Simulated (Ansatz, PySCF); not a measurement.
SnCl₃Br, SMILES [Cl][Sn]([Br])([Cl])[Cl]. Atoms are numbered in the order given.

```xyz
5

Cl    -1.8859     1.0888     1.1318
Sn     0.0000     0.0000     0.3366
Cl     0.0000    -2.1777     1.1319
Cl     1.8859     1.0889     1.1319
Br    -0.0001     0.0000    -2.1165
```

Geometry optimised at PBE0-D3(BJ)/def2-SVP. The structure was generated by enumeration; whether it is a known compound was not checked. The def2 effective core potentials stand for the cores of Sn; spin–orbit coupling is left out.

Two levels are set side by side: PBE-D3(BJ)/def2-SVP (Ansatz, an electronic-structure program) and PBE0-D3(BJ)/def2-SVP (Ansatz). Each level has its own optimised geometry; the coordinates shown are those of the second. Frequencies come from the Hessian of PySCF at each geometry. Differences are taken from unrounded values.

```
quantity                            PBE0-D3(BJ)
----------------------------------  -----------
mean bond length (Å)                      2.352
bond Cl1–Sn2 (Å)                          2.318
bond Sn2–Cl3 (Å)                          2.318
bond Sn2–Cl4 (Å)                          2.318
bond Sn2–Br5 (Å)                          2.453
highest harmonic wavenumber (cm⁻¹)          406
mean harmonic wavenumber (cm⁻¹)             219
zero-point energy (kcal/mol)               2.82
```

Task: What does PBE-D3(BJ) give, and how far is it from PBE0-D3(BJ)? (Estimate from the structure and the level; the computed values follow.)

Result: 
```
quantity                            PBE-D3(BJ)  PBE-D3(BJ) minus PBE0-D3(BJ)
----------------------------------  ----------  ----------------------------
mean bond length (Å)                     2.379                         0.027
bond Cl1–Sn2 (Å)                         2.344                         0.026
bond Sn2–Cl3 (Å)                         2.344                         0.026
bond Sn2–Cl4 (Å)                         2.344                         0.026
bond Sn2–Br5 (Å)                         2.482                         0.029
highest harmonic wavenumber (cm⁻¹)         384                           -22
mean harmonic wavenumber (cm⁻¹)            207                           -12
zero-point energy (kcal/mol)              2.66                         -0.16
```

Exact exchange shortens and stiffens bonds; PBE has none. Differences between two approximate levels are no errors against the true value.
